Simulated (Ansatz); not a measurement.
Ansatz (a program for electronic structure) input (B3LYP-D3(BJ)/def2-TZVP):

Ansatz 0.2 input:
```yaml
crystal:
  periodic: [false, false, false]
  atoms:
    - {symbol: Si, position_ang: [0.65285261, 0.05519170, -0.15553032]}
    - {symbol: C, position_ang: [-0.36880728, -1.07786321, -1.29506676]}
    - {symbol: C, position_ang: [-0.22865242, 1.70211172, 0.21384207]}
    - {symbol: N, position_ang: [0.75263622, -0.77767255, 1.36852785]}
    - {symbol: H, position_ang: [-0.58355813, -0.59245083, -2.24169155]}
    - {symbol: H, position_ang: [-1.31673456, -1.33033274, -0.82365122]}
    - {symbol: H, position_ang: [0.15282806, -2.00498852, -1.50983076]}
    - {symbol: H, position_ang: [-1.17821339, 1.51766870, 0.71301007]}
    - {symbol: H, position_ang: [-0.43095975, 2.25274133, -0.69926224]}
    - {symbol: H, position_ang: [0.36770997, 2.33923762, 0.85923989]}
    - {symbol: H, position_ang: [1.12060428, -0.29258380, 2.17053008]}
    - {symbol: H, position_ang: [1.04614761, -1.74079301, 1.38330837]}
basis:
  gaussian:
    orbitals: def2-TZVP
hamiltonian:
  xc: b3lyp
  dispersion: d3bj
magnetization: {spin_polarized: true, initial_magnetization: 1}
relax: {f_tol: 0.002, max_steps: 150}
```

Output:

```
Functional definition: B3LYP
integrals: 0.09 GiB planned
1128 factors; their error is unknown
0.25 GiB of the device are held for the grids
0.91 GiB of device memory are held for the factors and their scratch space
mean field: 0.89 GiB planned
mean field evaluation 1: about -11556.5145 eV, gradient 6.6e1 eV
mean field evaluation 2: about -11534.6682 eV, gradient 8.9e1 eV
mean field evaluation 4: about -11574.5701 eV, gradient 6.7e0 eV
mean field evaluation 8: about -11574.7714 eV, gradient 4.3e-2 eV
mean field evaluation 16: about -11574.7841 eV, gradient 1.0e-4 eV
mean field -11574.78413656 eV, -425.3654713483 hartree, gradient 2.0e-5 eV, S^2 0.751983; 0 other end points of the search recorded, 0 dependent functions left out
the calculation of the forces begins
reference -11574.78441419 eV, -425.3654815509 hartree; 21, 20 occupied and 157, 158 virtual orbitals, 1128 factors
relax step   1: F+E_penalty+E_count = -11575.21148523 eV  Δ(F+E_penalty+E_count) = +0.000e0 eV  max|allowed force component| = 3.477e-1 eV/Å  Δτ_max = 0.0000 Å  (31 SCF iters, accepted)
these checks for a lower state are left out or cut short: starts, cluster_reference, orbital_swaps, neighbouring_geometries, increment
integrals: 0.09 GiB planned
1128 factors; their error is unknown
0.25 GiB of the device are held for the grids
0.91 GiB of device memory are held for the factors and their scratch space
mean field: 0.89 GiB planned
mean field -11574.79682190 eV, -425.3659375258 hartree, gradient 1.6e-5 eV, S^2 0.751961; 0 other end points of the search recorded, 0 dependent functions left out
the calculation of the forces begins
reference -11574.79710020 eV, -425.3659477529 hartree; 21, 20 occupied and 157, 158 virtual orbitals, 1128 factors
relax step   2: F+E_penalty+E_count = -11575.22450821 eV  Δ(F+E_penalty+E_count) = -1.302e-2 eV  max|allowed force component| = 1.804e-1 eV/Å  Δτ_max = 0.0464 Å  (33 SCF iters, accepted)
these checks for a lower state are left out or cut short: starts, cluster_reference, orbital_swaps, neighbouring_geometries, increment
integrals: 0.09 GiB planned
1128 factors; their error is unknown
0.25 GiB of the device are held for the grids
0.91 GiB of device memory are held for the factors and their scratch space
mean field: 0.89 GiB planned
mean field evaluation 32: about -11574.7981 eV, gradient 1.3e-5 eV
mean field -11574.79810271 eV, -425.3659845945 hartree, gradient 1.3e-5 eV, S^2 0.751967; 0 other end points of the search recorded, 0 dependent functions left out
the calculation of the forces begins
reference -11574.79838096 eV, -425.3659948203 hartree; 21, 20 occupied and 157, 158 virtual orbitals, 1128 factors
relax step   3: F+E_penalty+E_count = -11575.22692939 eV  Δ(F+E_penalty+E_count) = -2.421e-3 eV  max|allowed force component| = 2.962e-2 eV/Å  Δτ_max = 0.0374 Å  (32 SCF iters, accepted)
these checks for a lower state are left out or cut short: starts, cluster_reference, orbital_swaps, neighbouring_geometries, increment
integrals: 0.09 GiB planned
1128 factors; their error is unknown
0.25 GiB of the device are held for the grids
0.91 GiB of device memory are held for the factors and their scratch space
mean field: 0.89 GiB planned
mean field -11574.79868652 eV, -425.3660060493 hartree, gradient 1.3e-5 eV, S^2 0.751962; 0 other end points of the search recorded, 0 dependent functions left out
the calculation of the forces begins
reference -11574.79896488 eV, -425.3660162789 hartree; 21, 20 occupied and 157, 158 virtual orbitals, 1128 factors
relax step   4: F+E_penalty+E_count = -11575.22730592 eV  Δ(F+E_penalty+E_count) = -3.765e-4 eV  max|allowed force component| = 2.578e-2 eV/Å  Δτ_max = 0.0145 Å  (33 SCF iters, accepted)
these checks for a lower state are left out or cut short: starts, cluster_reference, orbital_swaps, neighbouring_geometries, increment
integrals: 0.09 GiB planned
1128 factors; their error is unknown
0.25 GiB of the device are held for the grids
0.91 GiB of device memory are held for the factors and their scratch space
mean field: 0.89 GiB planned
mean field -11574.79879516 eV, -425.3660100417 hartree, gradient 1.3e-5 eV, S^2 0.751967; 0 other end points of the search recorded, 0 dependent functions left out
the calculation of the forces begins
reference -11574.79907357 eV, -425.3660202730 hartree; 21, 20 occupied and 157, 158 virtual orbitals, 1128 factors
relax step   5: F+E_penalty+E_count = -11575.22744877 eV  Δ(F+E_penalty+E_count) = -1.428e-4 eV  max|allowed force component| = 1.292e-2 eV/Å  Δτ_max = 0.0134 Å  (33 SCF iters, accepted)
these checks for a lower state are left out or cut short: starts, cluster_reference, orbital_swaps, neighbouring_geometries, increment
integrals: 0.09 GiB planned
1128 factors; their error is unknown
0.25 GiB of the device are held for the grids
0.91 GiB of device memory are held for the factors and their scratch space
mean field: 0.89 GiB planned
mean field -11574.79882869 eV, -425.3660112739 hartree, gradient 1.3e-5 eV, S^2 0.751969; 0 other end points of the search recorded, 0 dependent functions left out
the calculation of the forces begins
reference -11574.79910714 eV, -425.3660215066 hartree; 21, 20 occupied and 157, 158 virtual orbitals, 1128 factors
relax step   6: F+E_penalty+E_count = -11575.22748118 eV  Δ(F+E_penalty+E_count) = -3.241e-5 eV  max|allowed force component| = 4.611e-3 eV/Å  Δτ_max = 0.0075 Å  (33 SCF iters, accepted)
these checks for a lower state are left out or cut short: starts, cluster_reference, orbital_swaps, neighbouring_geometries, increment
integrals: 0.09 GiB planned
1128 factors; their error is unknown
0.25 GiB of the device are held for the grids
0.91 GiB of device memory are held for the factors and their scratch space
mean field: 0.89 GiB planned
mean field -11574.79757382 eV, -425.3659651583 hartree, gradient 1.3e-5 eV, S^2 0.751969; 0 other end points of the search recorded, 0 dependent functions left out
the calculation of the forces begins
reference -11574.79785226 eV, -425.3659753907 hartree; 21, 20 occupied and 157, 158 virtual orbitals, 1128 factors
relax step   7: F+E_penalty+E_count = -11575.22651675 eV  Δ(F+E_penalty+E_count) = +9.644e-4 eV  max|allowed force component| = 1.224e-1 eV/Å  Δτ_max = 0.0095 Å  (33 SCF iters, rejected (line search))
these checks for a lower state are left out or cut short: starts, cluster_reference, orbital_swaps, neighbouring_geometries, increment
integrals: 0.09 GiB planned
1128 factors; their error is unknown
0.25 GiB of the device are held for the grids
0.91 GiB of device memory are held for the factors and their scratch space
mean field: 0.89 GiB planned
mean field evaluation 64: about -11574.7988 eV, gradient 4.9e-5 eV
mean field -11574.79882599 eV, -425.3660111745 hartree, gradient 8.4e-6 eV, S^2 0.751969; 0 other end points of the search recorded, 0 dependent functions left out
the calculation of the forces begins
reference -11574.79910444 eV, -425.3660214076 hartree; 21, 20 occupied and 157, 158 virtual orbitals, 1128 factors
relax step   8: F+E_penalty+E_count = -11575.22748857 eV  Δ(F+E_penalty+E_count) = -7.393e-6 eV  max|allowed force component| = 2.020e-3 eV/Å  Δτ_max = 0.0022 Å  (26 SCF iters, accepted)
these checks for a lower state are left out or cut short: starts, cluster_reference, orbital_swaps, neighbouring_geometries, increment
integrals: 0.09 GiB planned
1128 factors; their error is unknown
0.25 GiB of the device are held for the grids
0.91 GiB of device memory are held for the factors and their scratch space
mean field: 0.89 GiB planned
mean field -11574.79880631 eV, -425.3660104516 hartree, gradient 1.8e-5 eV, S^2 0.751969; 0 other end points of the search recorded, 0 dependent functions left out
the calculation of the forces begins
reference -11574.79908477 eV, -425.3660206846 hartree; 21, 20 occupied and 157, 158 virtual orbitals, 1128 factors
relax step   9: F+E_penalty+E_count = -11575.22749019 eV  Δ(F+E_penalty+E_count) = -1.612e-6 eV  max|allowed force component| = 9.153e-4 eV/Å  Δτ_max = 0.0020 Å  (25 SCF iters, accepted)
integrals: 0.09 GiB planned
1128 factors; their error is unknown
0.25 GiB of the device are held for the grids
0.91 GiB of device memory are held for the factors and their scratch space
mean field: 0.89 GiB planned
mean field -11574.79880631 eV, -425.3660104516 hartree, gradient 1.9e-5 eV, S^2 0.751969; 1 other end points of the search recorded, 0 dependent functions left out
the calculation of the forces begins
reference -11574.79908477 eV, -425.3660206846 hartree; 21, 20 occupied and 157, 158 virtual orbitals, 1128 factors
Total energy: -11575.22776864 eV, -425.3817745263 hartree
Atom 0 at     0.640471     0.052497    -0.149586 Å, force     0.000445     0.000126     0.000638 eV/Å
Atom 1 at    -0.385482    -1.054338    -1.279874 Å, force    -0.000096     0.000224    -0.000462 eV/Å
Atom 2 at    -0.248416     1.677185     0.204663 Å, force    -0.000057     0.000434    -0.000915 eV/Å
Atom 3 at     0.799220    -0.780684     1.369049 Å, force    -0.000186    -0.000536     0.000325 eV/Å
Atom 4 at    -0.521397    -0.588373    -2.257459 Å, force    -0.000113    -0.000369     0.000059 eV/Å
Atom 5 at    -1.372017    -1.230929    -0.840001 Å, force    -0.000249    -0.000110    -0.000060 eV/Å
Atom 6 at     0.095982    -2.021368    -1.437726 Å, force     0.000078     0.000074    -0.000009 eV/Å
Atom 7 at    -1.236050     1.480659     0.633476 Å, force    -0.000180    -0.000023     0.000082 eV/Å
Atom 8 at    -0.378542     2.254414    -0.712473 Å, force    -0.000184     0.000338     0.000328 eV/Å
Atom 9 at     0.312495     2.295200     0.908445 Å, force     0.000149    -0.000072    -0.000051 eV/Å
Atom 10 at     1.176291    -0.290680     2.167121 Å, force     0.000167     0.000250     0.000141 eV/Å
Atom 11 at     1.103298    -1.743317     1.377791 Å, force     0.000225    -0.000337    -0.000076 eV/Å
Dipole moment:     0.041472    -0.083915     0.150500 e Å
```

It need not be the lowest isomer of its formula.
